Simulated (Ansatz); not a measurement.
Isolated molecules relaxed with PBE0-D4/def2-TZVP in Ansatz; ΔE leaves out vibrations. CBS: MP2 limit from def2 TZ/QZ plus the TZ coupled-cluster correction, frozen cores. This one scheme is used for every species. DFT in def2-TZVPP. B3LYP here is the variant with VWN-RPA as its local correlation; programs differ in this. One conformer a species, not always the lowest.

`[F][Al]([F])[O][SiH3]` + CH₃OH → `C[O][Al]([F])[O][SiH3]` + H–F  (ligand exchange at the Al–F bond)

```
             level  ΔE (kJ/mol)  difference from CCSD(T)/CBS
            PBE-D4         46.5                         -0.7
         r2SCAN-D4         48.9                          1.7
           ωB97X-V         48.8                          1.6
            B2PLYP         50.3                          3.1
               PBE         50.6                          3.4
              PBE0         49.5                          2.3
             B3LYP         52.7                          5.5
     HF/def2-TZVPP         54.5                          7.3
    MP2/def2-TZVPP         45.4                         -1.8
   CCSD/def2-TZVPP         47.8                          0.6
CCSD(T)/def2-TZVPP         46.4                         -0.8
     HF/def2-QZVPP         56.1                          8.9
SCS-MP2/def2-QZVPP         48.9                          1.7
      HF/CBS(def2)         56.4                          9.2
     MP2/CBS(def2)         46.2                         -1.0
    CCSD/CBS(def2)         48.5                          1.3
       CCSD(T)/CBS         47.2                            0
```

Largest T1 diagnostic among the species: 0.012.

The D4 term adds −6.3 kJ/mol with B3LYP and −3.8 kJ/mol with PBE0; it sums over pairs of atoms, weighted by their polarisabilities, and B3LYP, whose exchange is more repulsive, gets the larger term. In def2-TZVPP, CCSD(T) changes the Hartree–Fock value by −8.1 kJ/mol (the triples alone add −1.4 kJ/mol) and MP2 by −9.0 kJ/mol.
